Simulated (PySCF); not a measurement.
Start geometry of `CSC1=CC=CC12CC2` from GFN2-xTB (Å):
```
atom  x, y, z in Å
C1     3.0293   -0.6403    0.4523
S2     1.8665    0.3974   -0.4734
C3     0.3347   -0.1696    0.1436
C4     0.0624   -1.1219    1.0643
C5    -1.3671   -1.2098    1.2240
C6    -1.9708   -0.3234    0.4117
C7    -0.9373    0.4054   -0.3366
C8    -1.0696    1.8714   -0.7041
C9    -1.1264    0.8503   -1.7746
H10    2.9073   -0.4605    1.5163
H11    4.0240   -0.3445    0.1350
H12    2.8539   -1.6848    0.2124
H13    0.7632   -1.7299    1.6051
H14   -1.8477   -1.8940    1.9002
H15   -3.0230   -0.1434    0.2961
H16   -0.1773    2.4717   -0.6126
H17   -1.9805    2.3681   -0.4069
H18   -2.0773    0.6255   -2.2327
H19   -0.2741    0.7417   -2.4276
```

Question: What comes out of this run: PBE0-D3(BJ)/def2-SVP geometry optimisation, gas phase in PySCF?

Answer: 
```
atom  x, y, z in Å
C1     3.0458   -0.6653    0.3620
S2     1.8875    0.3567   -0.5577
C3     0.3669   -0.2172    0.0665
C4     0.0872   -1.1754    0.9934
C5    -1.3592   -1.2626    1.1504
C6    -1.9641   -0.3704    0.3317
C7    -0.9172    0.3555   -0.4133
C8    -1.0455    1.8251   -0.7859
C9    -1.1001    0.8048   -1.8554
H10    2.9494   -0.4903    1.4436
H11    4.0527   -0.3725    0.0360
H12    2.8888   -1.7314    0.1414
H13    0.8094   -1.7845    1.5360
H14   -1.8613   -1.9513    1.8319
H15   -3.0327   -0.1896    0.2140
H16   -0.1372    2.4249   -0.6784
H17   -1.9682    2.3246   -0.4812
H18   -2.0621    0.5723   -2.3183
H19   -0.2307    0.6805   -2.5073
```

The energy falls by 1.4 kcal/mol over 6 energy and gradient evaluations, the largest force component goes from 0.0145 to 1.3e-04 Eh/bohr, and the atoms move by 0.020 Å rms after alignment. Among the bonds, C1–S2, C4–C5, C4–H13, C5–H14, C6–H15 and C9–H19 change most and about equally (-0.015 to +0.016 Å). Bonds longer at the end by more than 0.005 Å: 15 of 20; shorter: 2. Rotational constants go from 2262, 1242, 859.8 to 2249, 1240, 856.7 MHz. The orientation of the end geometry is arbitrary; only internal coordinates are fixed.

The run used 180 basis functions and 38 SCF cycles in all.

Not checked by PBE0-D3(BJ)/def2-SVP frequencies. One conformer, not necessarily the lowest.
